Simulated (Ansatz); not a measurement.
`CC[SiH](F)[AlH2]` + H₂O → `O[SiH](F)[AlH2]` + ethane  (formal hydrolysis of the Si–C bond)

Program: Ansatz. Geometries: PBE0-D4/def2-TZVP. ΔE: electronic, gas phase. CBS: MP2 limit from def2 TZ/QZ plus the TZ coupled-cluster correction, frozen cores. This one scheme is used for every species. DFT in def2-TZVPP. One conformer a species, not always the lowest.

`CC[SiH](F)[AlH2]`:

```xyz
13

C     2.004    0.370   -0.684
C     0.873    0.180    0.325
Si   -0.789   -0.170   -0.467
F    -0.629   -1.491   -1.389
Al   -2.641   -0.466    1.144
H     2.956    0.567   -0.185
H     1.799    1.209   -1.353
H     2.133   -0.520   -1.304
H     0.752    1.078    0.945
H     1.113   -0.633    1.020
H    -1.084    0.950   -1.416
H    -2.963    0.713    2.164
H    -3.523   -1.787    1.200
```

H₂O:

Cartesian coordinates in Å:
```
O 0.123 0.278 0.244
H -0.280 -0.563 0.472
H 0.157 0.285 -0.715
```

`O[SiH](F)[AlH2]`:

Cartesian coordinates in Å:
```
O -0.360 1.068 1.376
Si -0.771 0.065 0.137
F -1.555 -1.218 0.714
Al 1.376 -0.602 -0.886
H -1.054 1.563 1.816
H -1.785 0.741 -0.727
H 2.295 -1.692 -0.189
H 1.854 0.075 -2.242
```

`CC`:

```xyz
8

C     0.653   -0.178    0.344
C    -0.653    0.178   -0.344
H     1.514    0.177   -0.226
H     0.713    0.266    1.341
H     0.760   -1.259    0.461
H    -1.515   -0.177    0.226
H    -0.713   -0.266   -1.341
H    -0.760    1.259   -0.461
```

Task: Is it downhill or uphill in electronic energy at CCSD(T)/CBS, and by how much? (Best estimate.)

Result: The calculation gave: Downhill: ΔE = -109.2 kJ/mol.

Task: What do these levels give: r2SCAN-D4, SCS-MP2/def2-TZVPP, HF/def2-QZVPP, SCS-MP2/def2-QZVPP, MP2/CBS(def2), CCSD/CBS(def2)? (Estimate.)

Result: The calculation gave: r2SCAN-D4 -112.1, SCS-MP2/def2-TZVPP -117.2, HF/def2-QZVPP -134.8, SCS-MP2/def2-QZVPP -116.1, MP2/CBS(def2) -110.2, CCSD/CBS(def2) -112.1 kJ/mol.

Largest T1 diagnostic among the species: 0.012.

In def2-TZVPP, CCSD(T) changes the Hartree–Fock value by +22.8 kJ/mol (the triples alone add +3.0 kJ/mol) and MP2 by +21.7 kJ/mol. The D4 term adds +7.5 kJ/mol with B3LYP and +4.4 kJ/mol with PBE0; it sums over pairs of atoms, weighted by their polarisabilities, and B3LYP, whose exchange is more repulsive, gets the larger term.

B3LYP here is the variant with VWN-RPA as its local correlation; programs differ in this.
